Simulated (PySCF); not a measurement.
C₂H₇FOSi₂.
SMILES: `O[Si@@H]1C[SiH2][C@@H]1F`

Method used: PySCF, TDDFT PBE0/def2-SVPD, vertical, gas phase, core orbitals frozen in the response. One conformer (not necessarily the lowest) at the GFN2-xTB geometry, without solvent, vibrations or thermal averaging. Torsions of this conformer, `[OH:1][Si@@H:2]1[CH2:3][SiH2:4][C@@H:5]1[F:6]`: H–O1–Si2–C3 90°.

```csv
state,E (eV),ν̃ (cm⁻¹),f,"main configurations (H = HOMO, L = LUMO)"
S1,5.64,45500,0.0006,H→L (97%)
S2,6.19,49940,0.0010,H-1→L (97%)
S3,6.31,50870,0.025,H→L+1 (89%)
S4,6.51,52470,0.0014,H-2→L (96%)
S5,6.85,55240,0.069,H-1→L+1 (90%)
S6,6.97,56220,0.0031,H→L+2 (97%)
```

Triplets, Tamm–Dancoff:

```tsv
state	E (eV)	λ (nm)	main configurations (H = HOMO, L = LUMO)
T1	5.19	238.8	H→L (95%)
T2	5.79	214.2	H-1→L (74%), H-2→L (19%)
```

The lowest singlet lies at 5.64 eV (220 nm, ultraviolet) and is very weak; its leading configuration is HOMO→LUMO (97%). The most intense listed level is S5 at 6.85 eV (181 nm, f = 0.069), 1.21 eV above S1. Löwdin shares by element: HOMO carbon 34% or more, silicon 27%, fluorine 20% (atoms not listed hold the other 19%); LUMO silicon 32%, carbon 26% (atoms not listed hold the other 42%). Weighted by f, the mean energy of these states is 6.70 eV. The listed states span 1.33 eV, and the widest gap between neighbours is 0.55 eV (S1 to S2). The oscillator strengths of these states sum to 0.101; summed over the whole spectrum of an exact calculation they would give the number of electrons, 64 (Thomas–Reiche–Kuhn). Only the lowest 6 singlets were computed, as vertical energies without vibronic structure.
